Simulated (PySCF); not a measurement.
Simulated outer-valence photoelectron spectrum of `[F][GeH2][O][SiH3]`. Computed with EOM-IP-CCSD/aug-cc-pVDZ in PySCF, restricted Hartree–Fock reference, 16 core orbitals frozen, non-relativistic, gas phase, PBE0-D3(BJ)/def2-SVP geometry.

Each root has a Gaussian of 0.6 eV full width with its one-hole share as area; cross sections and vibrations are left out, and the highest printed point is 100.

(ionisation energy (eV), intensity): (10.3, 0), (10.4, 0), (10.5, 1), (10.6, 3), (10.7, 7), (10.8, 14), (10.9, 24), (11.0, 36), (11.1, 48), (11.2, 58), (11.3, 63), (11.4, 64), (11.5, 60), (11.6, 51), (11.7, 40), (11.8, 28), (11.9, 17), (12.0, 10), (12.1, 7), (12.2, 8), (12.3, 13), (12.4, 21), (12.5, 31), (12.6, 39), (12.7, 42), (12.8, 40), (12.9, 35), (13.0, 30), (13.1, 31), (13.2, 37), (13.3, 49), (13.4, 65), (13.5, 81), (13.6, 94), (13.7, 100), (13.8, 97), (13.9, 85), (14.0, 65), (14.1, 44), (14.2, 26), (14.3, 13), (14.4, 6), (14.5, 3), (14.6, 2), (14.7, 4), (14.8, 9), (14.9, 18), (15.0, 32), (15.1, 49), (15.2, 66), (15.3, 76), (15.4, 77), (15.5, 68), (15.6, 52), (15.7, 35), (15.8, 20), (15.9, 10), (16.0, 4), (16.1, 2), (16.2, 1), (16.3, 0)

Task: Where are the maxima, and how many lines lie under the curve?

Result: 4 maxima, at 11.4, 12.7, 13.7 and 15.4 eV, from 8 lines. At this width some lines have no maximum of their own.

Task: List the lines with their holes.

Result: 
```
E (eV)  leading hole (HF orbital)  area  Koopmans (eV)
 11.18                       HOMO  0.95          12.33
 11.55                     HOMO-1  0.95          12.57
 12.70                     HOMO-2  0.95          13.40
 13.45                     HOMO-3  0.94          14.92
 13.77                     HOMO-4  0.94          15.31
 13.85                     HOMO-5  0.94          15.59
 15.28                     HOMO-7  0.94          17.45
 15.44                     HOMO-6  0.94          17.04
```

The widest gap, 1.43 eV, lies between 13.85 and 15.28 eV. Only orbitals with −ε under 21 eV, eight at most, were ionised, so the high end of the curve may lack lines.

The values belong to the conformer `[F:1][GeH2:2][O:3][SiH3:4]`: F1–Ge2–O3–Si4 44°.
